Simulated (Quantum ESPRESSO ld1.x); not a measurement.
Species: the cerium ion Ce4+. Configuration: [Xe].

All-electron calculation, Dirac Kohn-Sham, RPBE, spin-unpolarised, spherical densities, point nucleus. Program: ld1.x of Quantum ESPRESSO 7.5.

Energy parts (hartree):
| part | energy |
|---|---|
| total | -8862.85 |
| kinetic | 9510.03 |
| electron-nucleus | -21501.61 |
| Hartree | 3337.74 |
| exchange-correlation | -209.01 |

Orbitals (lengths in bohr, moments of r in powers of bohr):
orbital  occ.  eigenvalue (hartree)      <r^4>      <r^2>   <1/r>
1s1/2       2              -1480.32  1.775e-06  0.0008206   63.36
2s1/2       2              -238.306  0.0002922    0.01300   14.93
2p1/2       2              -225.045  0.0001840   0.009536   14.91
2p3/2       4              -208.637  0.0002294    0.01080   13.51
3s1/2       2              -52.6482    0.01190    0.08860   5.390
3p1/2       2              -47.0408    0.01109    0.08352   5.301
3p3/2       4              -43.8162    0.01310    0.09105   4.952
3d3/2       4              -34.0277    0.01004    0.07458   4.816
3d5/2       6              -33.3357    0.01057    0.07671   4.727
4s1/2       2              -11.9532     0.3005     0.4551   2.241
4p1/2       2              -9.86576     0.3508     0.4852   2.138
4p3/2       4              -9.16652     0.4109     0.5252   2.025
4d3/2       4              -5.73636     0.6181     0.6193   1.813
4d5/2       6              -5.61251     0.6496     0.6349   1.785
4f5/2       0              -1.73890      2.936      1.156   1.316
4f7/2       0              -1.72449      3.016      1.171   1.307
5s1/2       2              -2.89444      8.120      2.384  0.9128
5p1/2       2              -2.28753      12.02      2.871  0.8252
5p3/2       4              -2.16918      13.99      3.100  0.7880
6s1/2       0              -1.08542      154.2      10.64  0.4187

The highest occupied level is 5p3/2 at -59.026 eV. Summed over all electrons, <r^2> = 34.73 bohr^2, which gives a Langevin (diamagnetic) susceptibility term of -27.5 x 10^-6 cm^3/mol. For comparison, the ionisation energy in NIST's Atomic Spectra Database is 65.6 eV (semi-empirical). In exact Kohn-Sham theory the highest level is minus the ionisation energy, but local and semilocal functionals leave it too shallow, through self-interaction and a potential that decays too fast; potentials with the right tail come closer.
